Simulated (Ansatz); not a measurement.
Gas-phase electronic energies from Ansatz, PBE0-D4/def2-TZVP geometries. CCSD(T)/CBS adds triple-zeta CCSD(T) − MP2 to the extrapolated MP2 energy (def2 sets, frozen cores). Functionals use def2-TZVPP. B3LYP here is the variant with VWN-RPA as its local correlation; programs differ in this. For Br outer-core shells are correlated without core-valence functions, which leaves a few kJ/mol of doubt a bond. Scalar relativity is left out up to krypton. Each species was taken in one conformer, which may not be the lowest.

Reaction (formal exchange of groups at a B–Br bond): `BrB1C[SiH2]1` + `COC(F)F` → `COB1C[SiH2]1` + `FC(F)Br`

```
             level  ΔE (kJ/mol)  difference from CCSD(T)/CBS
            PBE-D4        -12.9                        -10.2
         r2SCAN-D4         -6.2                         -3.5
           PBE0-D4         -5.3                         -2.6
          B3LYP-D4        -14.3                        -11.6
           ωB97X-V         -6.9                         -4.2
           ωB97M-V         -7.4                         -4.7
            B2PLYP         -8.4                         -5.7
               PBE        -13.0                        -10.3
            r2SCAN         -6.0                         -3.3
              PBE0         -5.3                         -2.6
             B3LYP        -14.5                        -11.8
     HF/def2-TZVPP          2.2                          4.9
    MP2/def2-TZVPP          2.0                          4.7
SCS-MP2/def2-TZVPP         -1.4                          1.3
   CCSD/def2-TZVPP         -0.6                          2.1
CCSD(T)/def2-TZVPP         -0.6                          2.1
     HF/def2-QZVPP          0.6                          3.3
    MP2/def2-QZVPP          0.3                          3.0
SCS-MP2/def2-QZVPP         -3.3                         -0.6
      HF/CBS(def2)          0.3                          3.0
     MP2/CBS(def2)         -0.1                          2.6
    CCSD/CBS(def2)         -2.7                          0.0
       CCSD(T)/CBS         -2.7                            0
```

Largest T1 diagnostic among the species: 0.014.

From PBE to PBE0 (25 % exact exchange), in def2-TZVPP and without D4, ΔE moves by +7.6 kJ/mol.
